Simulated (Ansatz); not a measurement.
C$_{2}$H$_{7}$Sb (`C[CH2][SbH2]`), relaxed with RKS PBE0-D4/def2-TZVP in Ansatz from a PBE-D4/def2-SVP geometry. The force threshold is 0.005 eV/Å; the program also tests the step.

Total charge 0; spin multiplicity 1. Sb: def2 effective core potential.

Start:

```xyz
10

C     0.462   -0.961    0.378
C     0.119    0.496    0.669
Sb   -0.901    1.588   -0.964
H     0.970   -1.437    1.245
H     1.138   -1.055   -0.496
H    -0.446   -1.558    0.157
H     1.025    1.095    0.898
H    -0.553    0.593    1.548
H    -2.000    0.275   -1.266
H     0.186    0.965   -2.169
```

Question: By how much does the energy fall, and how many steps does the optimiser take? (An estimate is asked.)

Answer: Computed: 4.66 kJ/mol, in 5 steps.

Question: Which bonds change most? (Best estimate.)

Answer: Computed: C2–Sb3 from 2.214 to 2.169 Å; Sb3–H10 from 1.739 to 1.712 Å; Sb3–H9 from 1.739 to 1.712 Å; C1–H4 from 1.112 to 1.095 Å.

Question: Give the relaxed structure. (An estimate is asked.)

Answer: Ansatz gave: 
```xyz
10

C     0.457   -0.952    0.373
C     0.116    0.497    0.662
Sb   -0.884    1.552   -0.949
H     0.958   -1.419    1.228
H     1.121   -1.041   -0.489
H    -0.440   -1.537    0.154
H     1.011    1.081    0.888
H    -0.544    0.587    1.529
H    -1.982    0.273   -1.250
H     0.187    0.960   -2.146
```
